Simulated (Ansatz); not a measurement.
A run on H₄InNS₂, SMILES `[NH2][In]([SH])[SH]` with other settings.

```yaml
crystal:
  periodic: [false, false, false]
  atoms:
    - {symbol: N, position_ang: [-0.957585, 1.754393, -0.323139]}
    - {symbol: In, position_ang: [-0.002054, 0.018046, 0.023160]}
    - {symbol: S, position_ang: [2.363723, -0.070151, -0.228677]}
    - {symbol: S, position_ang: [-1.238342, -1.836460, 0.860103]}
    - {symbol: H, position_ang: [-1.943587, 1.697781, -0.533220]}
    - {symbol: H, position_ang: [-0.516723, 2.396581, -0.965618]}
    - {symbol: H, position_ang: [2.446022, -1.344126, 0.187938]}
    - {symbol: H, position_ang: [-0.151445, -2.616064, 0.979443]}
basis:
  gaussian: {orbitals: STO-3G}
hamiltonian: {xc: {name: B3LYP5}, pseudopotentials: {relativity: none}}
```

```sh
$ ansatz run in.yaml --threads 4 --pin off --events-out ev --progress --plain --max-ram 10444MiB
```

It prints (some lines left out):

```
Functional definition: B3LYP5
684 factors; integrals over basis functions are off by at most 2.6e-5 eV
mean field evaluation 1: about -177648.7178 eV, gradient 2.5e1 eV
mean field evaluation 2: about -177640.6388 eV, gradient 5.8e1 eV
mean field evaluation 4: about -177651.1911 eV, gradient 2.2e0 eV
mean field evaluation 8: about -177651.1822 eV, gradient 3.8e-2 eV
mean field -177651.18218793 eV, -6528.5605291102 hartree, gradient 3.0e-5 eV, S^2 0.000000; 0 other end points of the search recorded, 0 dependent functions left out
reference -177651.18238560 eV, -6528.5605363746 hartree; 46, 46 occupied and 8, 8 virtual orbitals, 684 factors
Total energy: -177651.18238560 eV, -6528.5605363746 hartree
```

It took 0.65 s on 4 threads of an AMD EPYC 7R43 on a shared host, with 0.41 GiB of host memory at the peak.
